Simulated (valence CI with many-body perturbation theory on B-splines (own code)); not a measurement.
Values are calculated unless marked as measured or tabulated.
**From CI to CI+MBPT in Re⁴¹⁺**

Method: relativistic CI+MBPT: six valence electrons over a frozen Dirac-Fock core [Ar] 3d10, a basis of 9 s, 9 p, 8 d, 6 f, 3 g, 1 h functions for each j, with the one-electron correlation potential Σ1 (screened to all orders), the two-electron term Σ2, the three-electron term Σ3, Breit, model QED; selected single and double excitations, second order for the rest, scaled by the run's own slope (own B-spline code, finite nucleus).

No measured spectrum was set against this ion. As an estimate, large intervals hold to a few tenths of a per cent, small ones and those within an open d or f shell to about a per cent. Among the levels kept, up to 640 cm⁻¹ of a level comes from second order outside the variational space, and about a tenth of that is noise between levels of different J, which matters for small intervals.

Each rung adds one term. CI alone is the Dirac-Coulomb CI over the frozen core; QED comes last and gives the full result, which names the levels. Energies are above (4s^2 4p1/2^2 4p3/2^2) J=2 on the same rung, in cm⁻¹.

Levels are named by their leading jj configuration (3d3/2^4 stands for four electrons in 3d with j = 3/2), which in mixed levels can hold well under half, so a name can repeat and another be missing. Letters in brackets count levels of one name in rising energy.

| Level | CI alone | + Σ1 | + Σ2 | + Σ3 | + Breit | Full |
| --- | --- | --- | --- | --- | --- | --- |
| (4s^2 4p1/2^2 4p3/2^2) J=0 | 73461 | 73480 | 72397 | 72091 | 72542 | 72538 |
| (4s^2 4p1/2 4p3/2^3) J=1 | 802625 | 804749 | 806752 | 806849 | 797959 | 798877 |
| (4s^2 4p1/2 4p3/2^3) J=2 | 840549 | 842679 | 844175 | 844114 | 834838 | 835752 |
| (4s^2 4p1/2^2 4p3/2 4d3/2) J=2 | 1272790 | 1271000 | 1269040 | 1269550 | 1266870 | 1265130 |
| (4s^2 4p1/2^2 4p3/2 4d3/2) J=1 | 1296320 | 1294620 | 1292650 | 1293140 | 1290380 | 1288280 |
| (4s^2 4p1/2^2 4p3/2 4d3/2) J=0 | 1297150 | 1295370 | 1293330 | 1293820 | 1291480 | 1289540 |
| (4s^2 4p1/2^2 4p3/2 4d3/2) J=3 | 1305300 | 1303540 | 1301300 | 1301680 | 1298470 | 1296790 |
| (4s^2 4p1/2^2 4p3/2 4d5/2) J=4 | 1463200 | 1462240 | 1459970 | 1460490 | 1453650 | 1452270 |
| (4s^2 4p1/2^2 4p3/2 4d5/2) J=2 | 1463140 | 1462550 | 1460920 | 1461590 | 1455800 | 1453350 |
| (4s^2 4p1/2^2 4p3/2 4d5/2) J=3 | 1578860 | 1577920 | 1570870 | 1570880 | 1564180 | 1562920 |
| (4s^2 4p1/2^2 4p3/2 4d5/2) J=1 | 1601320 | 1600550 | 1595300 | 1595210 | 1589140 | 1587280 |
| (4s^2 4p3/2^4) J=0 | 1672580 | 1676830 | 1679920 | 1679790 | 1662020 | 1663800 |
| (4s 4p1/2^2 4p3/2^3) J=2 | 1680410 | 1681270 | 1678490 | 1678830 | 1676090 | 1668710 |
| (4s 4p1/2^2 4p3/2^3) J=1 | 1771400 | 1772400 | 1767870 | 1768090 | 1765420 | 1757810 |
| (4s^2 4p1/2 4p3/2^2 4d3/2) J=1 [a] | 2039400 | 2039750 | 2040000 | 2040810 | 2029160 | 2028010 |
| (4s^2 4p1/2 4p3/2^2 4d3/2) J=2 [a] | 2040400 | 2040720 | 2041090 | 2041910 | 2029880 | 2029100 |
| (4s^2 4p1/2 4p3/2^2 4d3/2) J=0 | 2040880 | 2041240 | 2041980 | 2042820 | 2030890 | 2029720 |
| (4s^2 4p1/2 4p3/2^2 4d3/2) J=3 [a] | 2071810 | 2072160 | 2072190 | 2072870 | 2060220 | 2059460 |
| (4s^2 4p1/2 4p3/2^2 4d3/2) J=4 | 2108250 | 2108580 | 2108470 | 2108910 | 2095850 | 2094950 |
| (4s^2 4p1/2 4p3/2^2 4d3/2) J=2 [b] | 2152470 | 2152830 | 2151540 | 2151830 | 2139690 | 2138870 |
| (4s^2 4p1/2 4p3/2^2 4d5/2) J=3 [a] | 2211070 | 2212100 | 2210810 | 2211530 | 2196510 | 2196100 |
| (4s^2 4p1/2 4p3/2^2 4d5/2) J=4 [a] | 2219880 | 2221020 | 2221360 | 2222140 | 2206300 | 2205850 |
| (4s^2 4p1/2 4p3/2^2 4d3/2) J=2 [c] | 2239460 | 2239900 | 2231370 | 2231310 | 2219520 | 2218360 |
| (4s^2 4p1/2 4p3/2^2 4d3/2) J=3 [b] | 2241470 | 2241920 | 2235290 | 2235300 | 2222270 | 2221570 |
| (4s^2 4p1/2 4p3/2^2 4d3/2) J=1 [b] | 2242510 | 2243150 | 2235620 | 2235680 | 2223740 | 2222360 |
| (4s^2 4p1/2 4p3/2^2 4d5/2) J=0 | 2255410 | 2256920 | 2258210 | 2258990 | 2244190 | 2242340 |
| (4s^2 4p1/2 4p3/2^2 4d5/2) J=1 [a] | 2259110 | 2260360 | 2259500 | 2260120 | 2245560 | 2244010 |
| (4s^2 4p1/2 4p3/2^2 4d5/2) J=4 [b] | 2267890 | 2269040 | 2268920 | 2269510 | 2253050 | 2252590 |
| (4s^2 4p1/2 4p3/2^2 4d5/2) J=5 | 2282190 | 2283340 | 2283320 | 2283790 | 2266920 | 2266350 |
| (4s^2 4p1/2 4p3/2^2 4d3/2) J=1 [c] | 2311300 | 2311780 | 2302790 | 2302420 | 2290680 | 2289380 |
| (4s^2 4p1/2 4p3/2^2 4d5/2) J=2 [a] | 2345700 | 2346870 | 2345510 | 2345680 | 2330460 | 2330120 |

(1) How does the ionisation energy move along the ladder, and which term matters most?

Results:

(1) CI alone 2027.4, + Σ1 2028.9, + Σ2 2029.3, + Σ3 2028.9, + Breit 2027.4, + QED 2027.3 eV. The largest step is Σ1, 1.5 eV, with Breit about as large (-1.5). NIST lists 2025 ± 4 eV (theoretical).
